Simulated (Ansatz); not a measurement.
Ideal-gas functions of C₂H₂F₂OTi, SMILES `C#[C][Ti]([OH])([F])[F]` at 800 K and 1 bar, from an Ansatz frequency run at PBE0-D4/def2-TZVP.

Molar mass 127.9 g/mol, point group C1 (symmetry number 1), electronic degeneracy 1, moments of inertia 155.658, 274.918, 279.259 u Å². Harmonic wavenumbers (cm⁻¹, unscaled): 99, 106, 166, 182, 210, 225, 253, 274, 339, 517, 727, 735, 740, 799, 836, 2095, 3453, 3931.

Use S(trans) = R[1.5 ln M + 2.5 ln T − 1.1517]; rotational temperatures θ = 24.2544 K / I; S(rot) = R[ln(√π/σ · √(T³/θAθBθC)) + 1.5]; for each mode x = 1.438777 ν̃/T, S = R[x/(eˣ − 1) − ln(1 − e⁻ˣ)] and H = RT x/(eˣ − 1); 1 cm⁻¹ = 0.0119627 kJ/mol; R = 8.31446 J/(mol·K).

By hand: the entropy, in J/(mol·K).

Translation 189.9. Rotation: θ = 0.1558, 0.0882, 0.0869 K, giving 128.6. Vibration, mode by mode: 22.67, 22.11, 18.40, 17.64, 16.46, 15.89, 14.93, 14.28, 12.56, 9.21, 6.65, 6.57, 6.53, 5.98, 5.67, 0.94, 0.12, 0.06, in all 196.7. Electronic 0.0. Sum 515.2 J/(mol·K).

By hand: H − E and G − E in kJ/mol, counted from the electronic energy.

Zero-point energy ½ × 15687 × 0.0119627 = 93.8; thermal vibration 69.7; translation, rotation and pV give 4 RT = 26.6. H − E = 190.1 kJ/mol, and G − E = 190.1 − 800 × 515.2/1000 = -222.1 kJ/mol.

Vibration gives 38 % of the entropy, 44.8 J/(mol·K) of it from the modes under 150 cm⁻¹: soft modes count most, and the harmonic formula is weakest for them. The sum counts one conformer and one mirror image; others add a mixing term.
